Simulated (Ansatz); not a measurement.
Harmonic frequencies (cm⁻¹) at PBE0-D4/def2-TZVP from Ansatz: 57, 60, 122, 140, 266, 370, 462, 538, 586, 1005, 1015, 1039, 1260, 1434, 1651, 3127, 3180, 3216.

Each molecule was computed in one conformer, which needn't be the lowest.

Which molecule is it?
A. `[F][InH][GeH3]`
B. `C=[CH][In]([F])[Cl]`
C. `[CH3][In]([Cl])[I]`
D. `[SiH3][In]([Cl])[Cl]`

B.
